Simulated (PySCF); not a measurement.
# Polarisability and C₆ of C (carbon, neutral)

[He] 2s2 2p2, high-spin 3P determinant. Calculation: PySCF 2.14, in dyall-acv3z (15s9p4d2f, 76 functions); no relativity, point nucleus. Coupled (time-dependent) response in atomic units; α is the mean over directions.

| method | mean α (bohr³) | α xx, yy, zz | C₆ (like pair) | S(−4) |
| --- | --- | --- | --- | --- |
| UHF | 11.93 | 10.87, 12.46, 12.46 | 46.20 | 94.31 |
| PBE | 13.32 | 11.29, 14.34, 14.34 | 54.28 | 108.9 |
| PBE0 | 12.60 | 10.92, 13.44, 13.44 | 50.53 | 92.91 |
| wB97X-V | 12.36 | 10.85, 13.12, 13.12 | 49.70 | 85.40 |
| PW91 | 13.22 | 11.23, 14.21, 14.21 | 53.65 | 107.6 |

S(−4) is the Cauchy moment in α(ω) = α(0) + S(−4) ω² + …

Reference α: 11.3 ± 0.4 bohr³ (recommended; Schwerdtfeger and Nagle, table of static dipole polarizabilities (2023 update)). Published C₆: 46.60 (Chu and Dalgarno (2004); Tang, Norbeck and Certain (1976)).

α(iu) at UHF:

```tsv
u (hartree)	α(iu) (bohr³)
0	11.93
0.0500	11.71
0.100	11.11
0.200	9.432
0.300	7.736
0.500	5.167
0.750	3.298
1.00	2.257
1.50	1.233
2.00	0.7724
3.00	0.3848
5.00	0.1547
```

The components differ because the open shell of this determinant is not spherical; for a pure term their mean is the scalar polarisability.
